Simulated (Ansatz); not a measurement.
(OH)2Zr(OSiH2)2O (ZrSi₂O₅H₆). The state is a triplet with charge 0. Geometry B3LYP-D4/def2-SVP, that of the neutral singlet; atoms count from 1.

Cartesian coordinates in Å:
```
Zr 0.9417 -0.8684 0.7307
O 0.4311 -2.5308 1.5712
O 2.8124 -0.4323 0.9291
O 0.3935 -0.8205 -1.1631
Si -0.6482 0.1159 -2.0608
O -1.3437 1.2362 -1.0408
Si -1.2809 1.6464 0.5738
O -0.2061 0.6217 1.3237
H 0.2244 -3.3615 2.0023
H 3.7455 -0.2486 1.0479
H 0.1008 0.8361 -3.1241
H -1.7210 -0.7312 -2.6454
H -0.8130 3.0526 0.6930
H -2.6364 1.4844 1.1625
```

In the def2 sets Zr takes a core potential; there is no spin–orbit coupling. At PBE0-D4/def2-TZVP a singlet of charge 0 lies 6.68 eV below the triplet at the same geometry.

Q: Estimate the Mulliken populations from the PBE0/def2-TZVP orbitals of Ansatz.

A: 
```json
{"atom": "Zr1", "charge (e)": "1.28", "spin (α − β)": "0.86", "d electrons": "2.05"}
{"atom": "O2", "charge (e)": "-0.69", "spin (α − β)": "0.19", "d electrons": "–"}
{"atom": "O3", "charge (e)": "-0.69", "spin (α − β)": "0.19", "d electrons": "–"}
{"atom": "O4", "charge (e)": "-0.52", "spin (α − β)": "0.18", "d electrons": "–"}
{"atom": "Si5", "charge (e)": "0.44", "spin (α − β)": "0.05", "d electrons": "–"}
{"atom": "O6", "charge (e)": "-0.38", "spin (α − β)": "0.04", "d electrons": "–"}
{"atom": "Si7", "charge (e)": "0.44", "spin (α − β)": "0.05", "d electrons": "–"}
{"atom": "O8", "charge (e)": "-0.52", "spin (α − β)": "0.18", "d electrons": "–"}
{"atom": "H9", "charge (e)": "0.33", "spin (α − β)": "-0.01", "d electrons": "–"}
{"atom": "H10", "charge (e)": "0.33", "spin (α − β)": "-0.01", "d electrons": "–"}
{"atom": "H11", "charge (e)": "0.00", "spin (α − β)": "0.07", "d electrons": "–"}
{"atom": "H12", "charge (e)": "0.00", "spin (α − β)": "0.07", "d electrons": "–"}
{"atom": "H13", "charge (e)": "0.00", "spin (α − β)": "0.07", "d electrons": "–"}
{"atom": "H14", "charge (e)": "0.00", "spin (α − β)": "0.07", "d electrons": "–"}
```
Mulliken values and Mayer orders depend strongly on the basis.

Q: Where does the spin sit?

A: Summed by element: Zr 0.86, O 0.78, Si 0.11, H 0.25, of 2 unpaired in all. Largest on single atoms: Zr1 0.86, O2 0.19, O3 0.19.

Q: And the Mayer bond orders between bonded heavy atoms (over 0.3)?

A: Zr1–O2 0.79 (1.93 Å); Zr1–O3 0.79 (1.93 Å); Zr1–O4 0.64 (1.97 Å); Zr1–O8 0.64 (1.97 Å); O4–Si5 1.26 (1.66 Å); Si5–O6 1.12 (1.67 Å); O6–Si7 1.12 (1.67 Å); Si7–O8 1.26 (1.66 Å).
